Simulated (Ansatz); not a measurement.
Start from `CCCCCCCC=O` and change one atom or group to get `CCCCCCCCCCO`.

Ansatz, PBE0-D4/def2-TZVP geometries, multiplicity 1. Each molecule was computed in one conformer, which needn't be the lowest.

```
                               property  `CCCCCCCC=O`
  LUMO energy (ωB97M-V/def2-TZVPP) / eV          1.67
     LUMO energy (PBE0/def2-TZVPP) / eV         -0.61
  HOMO–LUMO gap (B3LYP/def2-TZVPP) / eV          6.18
HOMO–LUMO gap (ωB97M-V/def2-TZVPP) / eV         11.38
      HOMO energy (PBE/def2-TZVPP) / eV         -5.70
      LUMO energy (PBE/def2-TZVPP) / eV         -1.80
```

(1) What does the change do to each property? (An estimate is asked.)

Answers

(1) Ansatz gave: 
```tsv
property	`CCCCCCCCCCO`	shift
LUMO energy (ωB97M-V/def2-TZVPP) / eV	2.43	0.76
LUMO energy (PBE0/def2-TZVPP) / eV	1.00	1.61
HOMO–LUMO gap (B3LYP/def2-TZVPP) / eV	8.16	1.98
HOMO–LUMO gap (ωB97M-V/def2-TZVPP) / eV	12.61	1.23
HOMO energy (PBE/def2-TZVPP) / eV	-6.08	-0.38
LUMO energy (PBE/def2-TZVPP) / eV	0.17	1.97
```

With PBE0 the HOMO falls by 0.44 eV and the LUMO rises by 1.61 eV, so the gap widens by about 2.05 eV. PBE moves the HOMO by -0.38 eV and ωB97M-V by -0.47 eV.

B3LYP here is the variant with VWN-RPA as its local correlation; programs differ in this.
